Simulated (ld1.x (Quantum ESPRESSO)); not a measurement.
**Transferability test, TM potential for iridium (Ir)**

```json
{"Element": "Ir", "Generator": "ld1.x (Quantum ESPRESSO) 7.5", "Type": "norm-conserving Troullier–Martins (Kleinman–Bylander form)", "Functional": "PBEsol", "Relativity": "fully relativistic", "Frozen core": "[Kr] 4d10", "Valence charge": "31", "Reference configuration": "4f14 5s2 5p6 5d7 6s2 6p0", "Partial waves": "5s (bound): rc 1.35 bohr; 5p (bound): rc 1.90 bohr; 5d (bound): rc 1.65 bohr; 4f (bound): rc 0.50 bohr", "Local potential": "the f channel", "Core correction": "none"}
```

Open shells are filled in proportion to 2j + 1 (rel_dist='average').

Occupied shells without a wave of their own: 6s. They enter only through the test configuration that unscreens the potential.

Energies are relative to the spin-unpolarised reference configuration 4f14 5s2 5p6 5d7 6s2 6p0; without spin polarisation the order of configurations can differ from experiment. Not all tests gave a result: 2 of 7 tests not solved or not reliable. Left out of the table: 4f14 5s2 5p6 5d7 6s1 6p1 (an occupied level unbound or not found, printed error -2.8 eV); 4f13 5s2 5p6 5d7 6s2 6p0 (solver errors, printed error -11252 eV). The f channel is local and has no spin–orbit splitting in the pseudo-atom.

**Question.** Give the all-electron excitation energy and the error of the potential for: 4f14 5s2 5p6 5d7 6s1 6p0; 4f14 5s2 5p6 5d7 6s0 6p0; 4f14 5s2 5p6 5d6 6s0 6p0; 4f14 5s2 5p6 5d8 6s1 6p0; 4f14 5s2 5p6 5d8 6s0 6p0.

**Answer.**

| valence configuration | charge | ΔE all-electron (eV) | error AE − PS (meV) |
| --- | --- | --- | --- |
| 4f14 5s2 5p6 5d7 6s1 6p0 | +1 | 9.937 | -325 |
| 4f14 5s2 5p6 5d7 6s0 6p0 | +2 | 27.438 | -786 |
| 4f14 5s2 5p6 5d6 6s0 6p0 | +3 | 58.007 | -1031 |
| 4f14 5s2 5p6 5d8 6s1 6p0 | 0 | -0.333 | -230 |
| 4f14 5s2 5p6 5d8 6s0 6p0 | +1 | 8.679 | -572 |

Levels in the configuration 4f14 5s2 5p6 5d7 6s1 6p0:

| level | all-electron (eV) | pseudo (eV) |
| --- | --- | --- |
| 4f j=5/2 | -72.107 | -70.484 |
| 4f j=7/2 | -68.987 | -70.484 |
| 5s j=1/2 | -106.122 | -106.274 |
| 5p j=1/2 | -72.959 | -73.104 |
| 5p j=3/2 | -59.334 | -59.469 |
| 5d j=3/2 | -16.138 | -16.249 |
| 5d j=5/2 | -14.868 | -14.976 |
| 6s j=1/2 | -13.616 | -14.006 |

ld1.x printed “convergence not achieved” for 4 of the counted tests; their residual had stalled under 1e-8, short of the target of 1e-14. The 6s level has no wave, so the channel is fitted at the deeper level alone: the likely source of the large errors.

A Bessel basis up to 400 Ry misses an occupied level by 2.28 Ry, so cutoffs were not judged. Note: ghost state, extra bound levels that the all-electron valence spectrum of the same l lacks: p1/2 at -1786.3 eV (other channels not judged). The potential misses its own reference levels by up to 1.8 eV, so it is not fit for use.
